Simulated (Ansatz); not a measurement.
Total energies of `FCC(F)CC(F)F`.

Z-matrix (Å, degrees):
```
C
C 1 1.504
F 1 1.375 2 110.4
H 1 1.095 2 109.9 3 119.5
H 1 1.095 2 110.2 3 -119.6
C 2 1.513 1 111.8 3 -172.4
F 2 1.388 1 108.9 3 67.6
H 2 1.095 1 109.5 3 -49.0
C 6 1.506 2 112.2 1 178.9
H 6 1.093 2 109.9 1 -60.5
H 6 1.093 2 110.3 1 58.9
F 9 1.357 6 109.5 2 177.9
F 9 1.360 6 109.9 2 -64.5
H 9 1.093 6 113.8 2 56.5
```

Charge 0, multiplicity 1. Geometry: relaxed with PBE0-D4/def2-TZVP. It is one conformer, not always the lowest. Basis def2-TZVPP, the Gaussian-basis code of Ansatz.

RPA on PBE orbitals: Hartree–Fock energy of these orbitals -552.86326 Eh, correlation -2.57129 Eh (frozen core).

```tsv
functional	kind	energy without D4 (Eh)	D4 term (kJ/mol)
B97M-V	meta-GGA with VV10	-555.50508	–
CAM-B3LYP	range-separated hybrid	-555.47689	-20.6
```

Q: Give the same for LDA (SPW92), PBE, revPBE, BLYP, r2SCAN, PBE0, B3LYP, r2SCANh, r2SCAN0, HSE06 (plane-wave form), BHLYP, LC-ωPBE, ωB97X-V, ωB97M-V, B2PLYP, PBE-QIDH. (An estimate is asked.)

A: The calculation gave: 
| functional | kind | energy without D4 (Eh) | D4 term (kJ/mol) |
| --- | --- | --- | --- |
| LDA (SPW92) | LDA | -551.67029 | – |
| PBE | GGA | -555.06075 | -24.9 |
| revPBE | GGA | -555.45613 | -87.7 |
| BLYP | GGA | -555.53527 | -55.7 |
| r2SCAN | meta-GGA | -555.39005 | -6.6 |
| PBE0 | global hybrid, 25 % exact exchange | -555.08025 | -20.8 |
| B3LYP | global hybrid, 20 % | -555.65051 | -39.3 |
| r2SCANh | meta-GGA hybrid, 10 % | -555.36211 | -6.8 |
| r2SCAN0 | meta-GGA hybrid, 25 % | -555.32220 | -7.5 |
| HSE06 (plane-wave form) | screened hybrid | -555.05532 | -19.1 |
| BHLYP | global hybrid, 50 % | -555.40433 | -26.5 |
| LC-ωPBE | long-range corrected hybrid | -555.33854 | – |
| ωB97X-V | range-separated hybrid GGA with VV10 | -555.47443 | – |
| ωB97M-V | range-separated hybrid meta-GGA with VV10 | -555.48012 | – |
| B2PLYP | double hybrid | -555.29232 | – |
| PBE-QIDH | double hybrid | -555.01119 | – |

B3LYP takes the VWN-RPA correlation (the form of Gaussian; ORCA's B3LYP/G). HSE06 is the plane-wave form, built on full-range PBE exchange. The double hybrids freeze the cores in their second-order part.

LC-ωPBE has ω = 0.4 bohr⁻¹.
